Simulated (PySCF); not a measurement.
Geometries of 6 isomers of C6H7NS, from PySCF, PBE0-D3(BJ)/def2-SVP geometry optimisation, gas phase. One conformer each, no zero-point energy, no frequencies.

Problem. Which is lowest in electronic energy at this level?
A.
```xyz
15
angstrom
C      3.196   -0.014   -0.340
N      1.816    0.308   -0.534
C      0.943   -0.280    0.176
C     -0.477   -0.016    0.044
C     -1.516   -0.588    0.747
C     -2.786   -0.092    0.353
C     -2.685    0.849   -0.642
S     -1.059    1.137   -1.106
H      3.757    0.900   -0.081
H      3.629   -0.379   -1.286
H      3.379   -0.774    0.447
H      1.211   -1.036    0.944
H     -1.360   -1.342    1.521
H     -3.734   -0.413    0.785
H     -3.494    1.391   -1.129
```
B.
```xyz
15
angstrom
N     -2.619    0.190   -0.027
C     -1.242    0.061   -0.006
C     -0.410    1.178    0.165
C      0.972    1.043    0.237
C      1.577   -0.214    0.140
S      3.328   -0.468    0.218
C      0.752   -1.332   -0.031
C     -0.629   -1.198   -0.103
H     -2.977    1.102   -0.276
H     -3.130   -0.565   -0.464
H     -0.854    2.174    0.248
H      1.586    1.938    0.369
H      3.665    0.825    0.397
H      1.196   -2.327   -0.111
H     -1.247   -2.090   -0.234
```
C.
```xyz
15
angstrom
C     -2.595    0.002    0.502
C     -1.492   -0.745    0.550
C     -0.537   -0.940   -0.591
C      0.849   -0.450   -0.275
C      1.158    0.867    0.189
N      2.420    1.142    0.414
S      3.339   -0.195    0.081
C      2.014   -1.173   -0.377
H     -2.886    0.532   -0.411
H     -3.251    0.109    1.370
H     -1.227   -1.257    1.484
H     -0.481   -2.010   -0.850
H     -0.922   -0.420   -1.485
H      0.408    1.644    0.368
H      2.132   -2.208   -0.698
```
D.
```xyz
15
angstrom
S      3.116    0.214   -0.182
C      1.858   -0.919    0.497
C      0.466   -0.394    0.301
C     -0.430   -0.988   -0.593
C     -1.699   -0.435   -0.738
C     -2.030    0.690    0.012
C     -1.066    1.208    0.877
N      0.146    0.685    1.020
H      2.690    1.276    0.535
H      2.002   -1.875   -0.024
H      2.050   -1.075    1.569
H     -0.132   -1.868   -1.166
H     -2.421   -0.877   -1.430
H     -3.012    1.159   -0.068
H     -1.289    2.093    1.485
```
E.
```xyz
15
angstrom
C      2.777    0.329   -0.138
S      1.727   -1.122   -0.297
C      0.114   -0.473   -0.075
C     -0.960   -1.374   -0.141
C     -2.251   -0.891    0.032
N     -2.545    0.389    0.260
C     -1.525    1.237    0.320
C     -0.187    0.872    0.163
H      2.693    0.785    0.859
H      3.804   -0.033   -0.275
H      2.560    1.075   -0.916
H     -0.787   -2.437   -0.325
H     -3.098   -1.586   -0.017
H     -1.773    2.288    0.507
H      0.589    1.635    0.229
```
F.
```xyz
15
angstrom
C      2.964   -0.185    0.054
S      1.944    1.277    0.301
C      0.331    0.592    0.126
C     -0.770    1.457    0.265
C     -2.041    0.921    0.130
C     -2.183   -0.444   -0.135
C     -1.026   -1.205   -0.253
N      0.203   -0.704   -0.126
H      4.004    0.154    0.153
H      2.798   -0.612   -0.943
H      2.740   -0.947    0.811
H     -0.617    2.518    0.473
H     -2.919    1.563    0.232
H     -3.166   -0.904   -0.248
H     -1.087   -2.279   -0.462
```

Solution. B. That is 4-aminothiophenol, `NC1=CC=C(S)C=C1`, 4.7 kcal/mol below the next.

```csv
SMILES,atoms numbered as above,E (Eh),relative (kcal/mol),relative (kJ/mol),dipole (D)
Nc1ccc(S)cc1,[NH2:1][c:2]1[cH:3][cH:4][c:5]([SH:6])[cH:7][cH:8]1,-685.00459,0.0,0.0,2.78
CSc1ccccn1,[CH3:1][S:2][c:3]1[cH:4][cH:5][cH:6][cH:7][n:8]1,-684.99717,4.7,19.5,1.13
SCc1ccccn1,[SH:1][CH2:2][c:3]1[cH:4][cH:5][cH:6][cH:7][n:8]1,-684.99638,5.2,21.6,2.67
CSc1ccncc1,[CH3:1][S:2][c:3]1[cH:4][cH:5][n:6][cH:7][cH:8]1,-684.99180,8.0,33.6,2.89
C/N=C/c1cccs1,[CH3:1]/[N:2]=[CH:3]/[c:4]1[cH:5][cH:6][cH:7][s:8]1,-684.96969,21.9,91.6,1.54
C=CCc1cnsc1,[CH2:1]=[CH:2][CH2:3][c:4]1[cH:5][n:6][s:7][cH:8]1,-684.95292,32.4,135.7,2.67
```

As drawn, the lowest has an N–H bond and an S–H bond, which the highest lacks; the highest has a C=C bond outside aromatic rings, which the lowest lacks.
